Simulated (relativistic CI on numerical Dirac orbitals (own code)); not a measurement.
**Ligand-field terms of d3**

Computed with a parametric ligand-field model of a d^n configuration (Racah B and C, spin-orbit zeta, crystal field), exact diagonalisation.

Field parameters in Wybourne normalisation: D3d B²₀ = −7Dσ, B⁴₀ = −14Dq − 21Dτ, B⁴₃ = −14√(10/7) Dq; Oh B⁴₀ = 21Dq, B⁴₄ = √(5/14) B⁴₀. The field is a parameter set, without covalency.

(1) Ground term and bands for B = 580, C = 2200, ζ = 0 cm⁻¹, Oh, 10Dq = 7000 cm⁻¹?

(2) Ground term and bands for B = 670, C = 2470, ζ = 0 cm⁻¹, D3d, 10Dq = 35150, Dσ = 1200, Dτ = -260 cm⁻¹?

(3) A d3 ion in Oh symmetry has the ground term 4A2 and bands at 4T2 5500 cm⁻¹ (1818 nm), 4T1 9350 cm⁻¹ (1070 nm), 2E 15524 cm⁻¹ (644 nm), 2T1 16151 cm⁻¹ (619 nm), 4T1 18700 cm⁻¹ (535 nm), 2A1 19140 cm⁻¹ (522 nm). Which parameters reproduce them?

(4) Ground term and bands for B = 530, C = 2640, ζ = 0 cm⁻¹, D3d, 10Dq = 11850, Dσ = 1200, Dτ = -220 cm⁻¹?

(5) Ground term and bands for B = 1000, C = 4760, ζ = 0 cm⁻¹, Oh, 10Dq = 4100 cm⁻¹?

## Answers

(1) Ground term 4A2 with 0.00 electrons in the two orbitals of the cubic e set. Spin-allowed: 4T2 7000 cm⁻¹ (1429 nm), 4T1 11258 cm⁻¹ (888 nm), 4T1 18442 cm⁻¹ (542 nm). Lowest spin-forbidden: 2E 10535 cm⁻¹ (949 nm), 2T1 11099 cm⁻¹ (901 nm), 2T2 14787 cm⁻¹ (676 nm). With an A2 ground term the first spin-allowed band lies at |10Dq| itself.

(2) Ground term 4A2 with 0.01 electrons in the two orbitals of the cubic e set. Spin-allowed: 4A1 33772 cm⁻¹ (296 nm), 4E 34569 cm⁻¹ (289 nm), 4E 41714 cm⁻¹ (240 nm), 4A2 42046 cm⁻¹ (238 nm). Lowest spin-forbidden: 2E 12514 cm⁻¹ (799 nm), 2A2 12842 cm⁻¹ (779 nm), 2E 13350 cm⁻¹ (749 nm).

(3) B = 770, C = 3520, ζ = 0 cm⁻¹, Oh, 10Dq = 5500 cm⁻¹.

(4) Ground term 4A2 with 0.03 electrons in the two orbitals of the cubic e set. Spin-allowed: 4A1 10854 cm⁻¹ (921 nm), 4E 11682 cm⁻¹ (856 nm), 4E 15806 cm⁻¹ (633 nm), 4A2 17784 cm⁻¹ (562 nm). Lowest spin-forbidden: 2E 11591 cm⁻¹ (863 nm), 2A2 11671 cm⁻¹ (857 nm), 2E 12547 cm⁻¹ (797 nm).

(5) Ground term 4A2 with 0.00 electrons in the two orbitals of the cubic e set. Spin-allowed: 4T2 4100 cm⁻¹ (2439 nm), 4T1 7169 cm⁻¹ (1395 nm), 4T1 20131 cm⁻¹ (497 nm). Lowest spin-forbidden: 2E 20306 cm⁻¹ (492 nm), 2T1 20888 cm⁻¹ (479 nm), 2A1 22380 cm⁻¹ (447 nm). With an A2 ground term the first spin-allowed band lies at |10Dq| itself.
